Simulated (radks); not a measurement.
Problem. Isoelectronic series with 14 electrons, all held in the configuration [Ne] 3s2 3p2, which need not be the ground one along the series. Method: Dirac Kohn-Sham, PBE, spin-unpolarised, spherical densities, finite nucleus; open shells fill j = l - 1/2 first; Fermi nuclear charge, rms radius of each element as measured or else 0.836 A^(1/3) + 0.57 fm; computed with a radial shooting solver on a logarithmic mesh with Libxc functionals. Total energies (hartree) and orbital eigenvalues (eV) (* marks an orbital that is empty in some or all of the ions):

ion,E (hartree),3p3/2*,3p1/2,3s1/2,2p3/2
Si,-289.83857,-4.0584,-4.0899,-10.7970,-95.3011
P+,-341.54816,-14.1755,-14.2412,-23.2662,-134.7823
S2+,-397.80075,-27.9165,-28.0319,-39.3680,-181.8064
Cl3+,-458.59044,-45.0204,-45.2046,-58.8422,-236.0470
Ar4+,-523.91854,-65.3687,-65.6445,-81.5769,-297.3556
Ca6+,-668.21260,-115.5608,-116.1052,-136.6185,-440.8803
Sc7+,-747.19513,-145.3386,-146.0694,-168.8732,-523.0144
Ti8+,-830.74831,-178.2117,-179.1704,-204.2669,-612.0308
V9+,-918.88388,-214.1679,-215.4020,-242.7947,-707.9148
Cr10+,-1011.61454,-253.1993,-254.7619,-284.4555,-810.6566
Mn11+,-1108.95403,-295.3000,-297.2509,-329.2511,-920.2494
Fe12+,-1210.91712,-340.4665,-342.8721,-377.1855,-1036.689
Co13+,-1317.51927,-388.6964,-391.6304,-428.2644,-1159.972
Ni14+,-1428.77717,-439.9885,-443.5321,-482.4949,-1290.099
Cu15+,-1544.70759,-494.3424,-498.5849,-539.8855,-1427.068
Zn16+,-1665.32930,-551.7584,-556.7977,-600.4456,-1570.882

Estimate the row of K5+.

Solution. E (hartree) -593.79013; 3p3/2* -88.8955; 3p1/2 -89.2899; 3s1/2 -107.5133; 2p3/2 -365.6500.
